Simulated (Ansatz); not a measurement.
Ansatz (a program for electronic structure) input:

Ansatz 0.2 input:
```yaml
crystal:
  periodic: [false, false, false]
  atoms:
    - {symbol: Si, position_ang: [0.05072366, 0.06936926, -0.27647259]}
    - {symbol: O, position_ang: [1.06861900, -0.29474703, -1.43240459]}
    - {symbol: O, position_ang: [-1.51444678, -0.09263362, -0.62646108]}
    - {symbol: O, position_ang: [0.62528982, -1.20369326, 0.64990474]}
    - {symbol: O, position_ang: [0.21309554, 1.42385183, 0.59109369]}
    - {symbol: H, position_ang: [-2.14901845, 0.47604849, -0.19953002]}
    - {symbol: H, position_ang: [0.63354204, -2.07118188, 0.24897706]}
    - {symbol: H, position_ang: [1.07932865, 1.67510254, 0.89853414]}
basis:
  gaussian:
    orbitals: def2-TZVP
hamiltonian:
  xc: b3lyp
  dispersion: d3bj
magnetization: {spin_polarized: true, initial_magnetization: 1}
relax: {f_tol: 0.002, max_steps: 150}
```

What final total energy does it print?

-592.49807 Eh (B3LYP-D3(BJ)/def2-TZVP). The basis has 179 functions.

It need not be the lowest isomer of its formula.
